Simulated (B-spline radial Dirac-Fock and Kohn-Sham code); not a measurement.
Sc³⁺ 3s: cross section and angular parameters

System: Sc³⁺, [Ne] 3s2 3p6; threshold 94.03 eV (orbital energy of the model). These are calculated numbers from a radial finite-basis atomic code; the model is Dirac-Hartree-Slater photoionisation with a Latter tail; cross sections with all multipoles, angular parameters from the dipole term and its interference with E2.

The run's input, task.json:

```json
{"items": [{
  "Z": 21,
  "q": 3,
  "cfg": [[1, 0, 2], [2, 0, 2], [2, 1, 6], [3, 0, 2], [3, 1, 6]],
  "A": 45,
  "rrms": 3.5459,
  "do": "xps",
  "hv": [60, 67.4, 94.2, 150, 307.0, 339.0, 397.0, 463.0, 464.0, 600, 669.0, 721.0, 752.0, 957.0, 1720.0, 1810.0, 2000, 2260.0, 2340.0, 2910.0, 4000, 4060.0, 4160.0, 4180.0, 5040.0, 5240.0, 8047.8, 9251.7, 13400.0, 15000]
}]}
```

Launch: `python xray2_run.py task.json out`

```csv
hν (eV),σ (kb),β,γ
150,283,2.000,0.206
307,?,?,?
339,88.6,2.000,0.020
397,68.4,2.000,-0.009
463,52.7,2.000,-0.030
464,52.5,2.000,-0.030
600,33.3,2.000,-0.046
669,27.3,2.000,-0.045
721,23.8,2.000,-0.040
752,22.0,2.000,-0.036
957,13.9,2.000,0.000
1720,4.31,2.000,0.208
1810,3.87,2.000,0.234
2000,3.13,2.000,0.289
2260,2.41,2.000,0.363
2340,2.23,2.000,0.385
2910,1.37,2.000,0.538
4000,0.659,2.000,0.802
4060,0.636,2.000,0.815
4160,0.600,2.000,0.837
4180,0.594,2.000,0.842
5040,0.378,2.000,1.022
5240,0.344,2.000,1.062
8047.8,0.117,1.999,1.547
9251.7,0.0813,1.999,1.725
13400,0.0301,1.999,2.256
15000,0.0221,1.999,2.435
```

Q: Give the values at 307 eV.

A: σ = 104 kb, β = 2.000, γ = 0.042. For an s subshell δ is negligible.
